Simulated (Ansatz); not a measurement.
Cl₂HNbOS, SMILES `[OH][Nb](=[S])([Cl])[Cl]`. Total charge 0; spin multiplicity 1. Nb: def2 effective core potential.

```csv
atom,x (Å),y (Å),z (Å)
O1,-0.022,0.478,-1.431
Nb2,-0.050,0.016,0.372
S3,0.712,-1.960,0.562
Cl4,1.288,1.430,1.553
Cl5,-2.190,0.051,1.147
H6,0.263,-0.014,-2.204
```

(1) What are the harmonic wavenumbers in cm⁻¹ at PBE0-D4/def2-TZVP (Ansatz, finite differences of forces, unscaled)? (Best estimate.)

(2) Is this a minimum?

(3) Give the ideal-gas thermochemistry at 298.15 K and 1 bar (rigid rotor, harmonic oscillator; point group Cs, symmetry number 1).

(4) Rotational constants (cm⁻¹)?

Results:

(1) Ansatz gave: 110, 143, 145, 163, 201, 397, 408, 456, 538, 594, 758, 3896.

(2) Yes, all 12 modes are real.

(3) Zero-point energy 46.7 kJ/mol; H(298) − E = 68.5 kJ/mol; entropy 370.8 J/(mol·K), of which translation 175.7, rotation 122.4, vibration 72.7; G(298) − E = -42.0 kJ/mol.

(4) 0.05363, 0.04703, 0.03679.
